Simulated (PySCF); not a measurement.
Au(CO) (CAuO), SMILES [Au]<-[C-]#[O+] (connectivity only; charge and spin as stated), neutral, multiplicity 2.

The structure is a stationary point at B3LYP-D3(BJ)/def2-TZVP. The spin state was assumed, not searched. The isomer is the one that the SMILES or the coordinates give; other isomers of the formula were not compared. The def2 effective core potentials stand for the cores of Au; spin–orbit coupling is left out.

The numbers are results of B3LYP-D3(BJ)/def2-TZVP (PySCF), not measurements.

Frequencies are harmonic and unscaled.

```tsv
mode	ν (cm⁻¹)	IR (km/mol)	moving atoms (share of kinetic energy)
1	229	21.6	O 62 %, C 30 %, Au 8 %
2	358	5.9	C 82 %, O 13 %
3	2073	800.8	C 57 %, O 43 %
```
